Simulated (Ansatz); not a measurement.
Ti2O3⁺, 5 atoms. Hardware: 4 threads of Intel Xeon on a shared host.

Correlated methods freeze 13 core orbitals; core or outer-core shells of Ti are correlated, in sets that lack core-valence functions.

Question: How many basis functions does each of these Ansatz runs have, and roughly what does it cost? MP2/def2-TZVP, charge 1 doublet, energy, from earlier orbitals; B3LYP-D4/def2-TZVP, charge 1 doublet, energy, from earlier orbitals; PBE-D4/def2-SVP, charge 1 doublet, energy with a search over starts; PBE-D4/def2-SVP, charge 1 doublet, energy, from earlier orbitals; PBE-D4/def2-TZVP, charge 1 doublet, energy and forces, from earlier orbitals; PBE0-D4/def2-TZVP, charge 1 doublet, energy, from earlier orbitals; LC-ωPBE/def2-TZVP, charge 1 doublet, energy, from earlier orbitals; PBE0-D4/def2-SVP, charge 1 doublet, energy, from earlier orbitals; CCSD(T)/def2-SVP, charge 1 doublet, energy, from earlier orbitals; CAM-B3LYP-D4/def2-TZVP, charge 1 doublet, energy, from earlier orbitals; r2SCAN-D4/def2-TZVP, charge 1 doublet, energy, from earlier orbitals; B3LYP-D4/def2-SVP, charge 1 doublet, relaxation, 27 steps.

Answer: Other jobs shared the machine, so times can vary by a factor of up to 3. A dash marks memory too small to be measured apart from the calling script's.

```
                                                                         run  functions  fitting or Cholesky vectors  wall time  peak host memory (GiB)
            PBE-D4/def2-SVP, charge 1 doublet, energy, from earlier orbitals        104                         1189      6.5 s                       –
           PBE0-D4/def2-SVP, charge 1 doublet, energy, from earlier orbitals        104                         1083       10 s                       –
PBE-D4/def2-TZVP, charge 1 doublet, energy and forces, from earlier orbitals        183                         1279       11 s                       –
        r2SCAN-D4/def2-TZVP, charge 1 doublet, energy, from earlier orbitals        183                         1279       20 s                       –
              MP2/def2-TZVP, charge 1 doublet, energy, from earlier orbitals        183                         1419       22 s                    0.72
          LC-ωPBE/def2-TZVP, charge 1 doublet, energy, from earlier orbitals        183                         1279       31 s                    0.72
         B3LYP-D4/def2-TZVP, charge 1 doublet, energy, from earlier orbitals        183                         1379       31 s                     1.1
          PBE0-D4/def2-TZVP, charge 1 doublet, energy, from earlier orbitals        183                         1385       36 s                     1.1
     CAM-B3LYP-D4/def2-TZVP, charge 1 doublet, energy, from earlier orbitals        183                         1379       40 s                     1.1
         PBE-D4/def2-SVP, charge 1 doublet, energy with a search over starts        104                         1189       56 s                       –
           CCSD(T)/def2-SVP, charge 1 doublet, energy, from earlier orbitals        104                         1083       66 s                     1.1
                   B3LYP-D4/def2-SVP, charge 1 doublet, relaxation, 27 steps        104                         1214    6.6 min                       –
```
